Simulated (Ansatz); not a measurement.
The cluster PbCl2, relaxed as a singlet with RKS PBE0-D4/def2-TZVP in Ansatz, starting from the GFN1-xTB geometry. Force threshold 0.02 eV/Å.

In the def2 sets Pb takes a core potential; there is no spin–orbit coupling. The structure comes from a short search, and lower isomers may exist.

Start:

Cartesian coordinates in Å:
```
Pb -0.153 -0.382 -1.040
Cl 0.319 1.883 -0.138
Cl -0.165 -1.500 1.178
```

Estimate the energy that the relaxation releases and the steps that it takes.

1.8 kJ/mol, in 3 steps; 3.1 s on 4 threads of Arm Neoverse V2 on a shared host. No frequencies were taken in this run, so the end may be a saddle point.

Does the start keep its bonding and symmetry?

By distances, no bond broke or formed. The bond that changes most is Pb1–Cl3, from 2.48 to 2.46 Å (atoms count from 1). Point group C2v at the start, C2v at the end, both within 0.05 Å.

Predict the relaxed structure.


```tsv
atom	x (Å)	y (Å)	z (Å)
Pb1	-0.145	-0.363	-0.986
Cl2	0.320	1.910	-0.180
Cl3	-0.174	-1.548	1.165
```
Bond lengths: 2 × Cl–Pb 2.46 Å.
